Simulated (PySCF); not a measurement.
Calculation: ωB97X-D3(BJ)/def2-TZVP // B3LYP-D3(BJ)/def2-TZVP (PySCF 2.14.0). Isolated molecules, 0 K electronic values unless said otherwise. Delta-SCF ions had no search for a lower state. Excitations are Tamm–Dancoff values on a coarser integration grid. The basis has no diffuse functions, so Rydberg states are missing or too high.

Reference species (SMILES): `C#CC#C` (neutral, multiplicity 1).

```
Item                                       Value
--------------------------------------  --------
S1 excitation (TDA)                      4.93 eV
HOMO                                    -9.98 eV
vertical ionisation energy (Delta-SCF)  10.07 eV
S1 oscillator strength                     0.000
```

Changed species: `C#C[SeH]` (X = selanyl; the reference has X = ethynyl).

### Question
Give the shifts of the S1 excitation (TDA), HOMO, vertical ionisation energy (Delta-SCF) and S1 oscillator strength.

### Answer
the S1 excitation (TDA) decreases by 0.07 eV, to 4.86 eV; the HOMO rises by 0.85 eV, to -9.13 eV; the vertical ionisation energy (Delta-SCF) falls by 0.83 eV, to 9.24 eV; the S1 oscillator strength stays essentially unchanged.
